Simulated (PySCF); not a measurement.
## Levels of Ag from EOM-EA-GCCSD

Reference: closed-shell Ag+, [Kr] 4d10; one electron is added. Calculated with PySCF 2.14, two-component X2C-1e with screened spin-orbit coupling, x2c-TZVPPall-2c with one added diffuse shell each of s, p, d, f type (9s10p8d3f1g, 109 functions); frozen [Ar] 3d10; the 6 highest virtual spinors dropped; of the others 108 kept and the rest restored at second order. No Breit or QED terms. Binding energies in eV.

```tsv
level	Koopmans	second order	EOM-CCSD	NIST
5s1/2	6.244	7.448	7.381	7.576
5p1/2	3.308	3.758	3.754	3.912
5p3/2	3.234	3.649	3.647	3.798
6s1/2	1.960	2.213	2.173	2.300
6p1/2	1.382	1.542	1.520	1.588
6p3/2	1.348	1.507	1.487	1.563
5d3/2	1.234	1.280	1.282	1.533
5d5/2	1.230	1.274	1.277	1.530
```

Electric-dipole lines between these computed levels:

```
lower  upper  ΔE (eV)  vacuum wavelength (nm)
5s1/2  5p1/2    3.627                   341.8
5s1/2  5p3/2    3.734                   332.1
5s1/2  6p1/2    5.861                   211.6
5s1/2  6p3/2    5.894                   210.4
5p1/2  6s1/2    1.581                   784.2
5p1/2  5d3/2    2.472                   501.5
5p3/2  6s1/2    1.474                   841.0
5p3/2  5d3/2    2.365                   524.1
5p3/2  5d5/2    2.370                   523.1
6s1/2  6p1/2    0.653                    1899
6s1/2  6p3/2    0.686                    1808
6p1/2  5d3/2    0.238                    5200
6p3/2  5d3/2    0.205                    6034
6p3/2  5d5/2    0.210                    5893
```

Quantum defects δ = n − Z_c √(13.6057 eV / E) with Z_c = 1: 5s1/2 3.642, 5p1/2 3.096, 5p3/2 3.068, 6s1/2 3.498, 6p1/2 3.008, 6p3/2 2.975, 5d3/2 1.742, 5d5/2 1.735.

The highest levels are limited by the diffuse functions of the basis.
